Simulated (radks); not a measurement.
The selenium anion Se2-, [Kr], held by a Watson sphere: a shell of charge +1.77 at radius R that stands for the Madelung well of a crystal (potential energy -1.77/R inside, -1.77/r outside, in hartree with lengths in bohr). Method: scalar-relativistic Kohn-Sham, PBE, spin-polarised, spherical densities, finite nucleus; Fermi nuclear charge, rms radius of each element as measured or else 0.836 A^(1/3) + 0.57 fm; computed with a radial shooting solver on a logarithmic mesh with Libxc functionals. Response by self-consistent Sternheimer equations with the Hartree and adiabatic LDA kernel, the relativistic mass of each level held fixed and spin-orbit coupling left out. The sphere does not respond.

| R (bohr) | e(3d) (eV) | e(4s) (eV) | e(4p) (eV) | <r> 4p (bohr) | sum of <r^2> (bohr^2) | X-ray form factor at sin(theta)/lambda = 0.2 1/angstrom | alpha (bohr^3) |
|---|---|---|---|---|---|---|---|
| 2.65 | -49.189 | -15.259 | -5.299 | 2.437 | 58.68 | 27.008 | 43.43 |
| 3.26 | -48.735 | -14.173 | -4.429 | 2.577 | 64.46 | 26.898 | 60.29 |
| 3.68 | -48.430 | -13.573 | -3.870 | 2.662 | 68.27 | 26.869 | 75.48 |
| 3.88 | -48.285 | -13.322 | -3.622 | 2.699 | 70.04 | 26.863 | 83.89 |
| 4.78 | -47.667 | -12.409 | -2.661 | 2.848 | 77.80 | 26.866 | 133.7 |
| 5.14 | -47.446 | -12.122 | -2.344 | 2.900 | 80.89 | 26.872 | 160.7 |
| 5.29 | -47.358 | -12.013 | -2.223 | 2.921 | 82.19 | 26.874 | 173.6 |
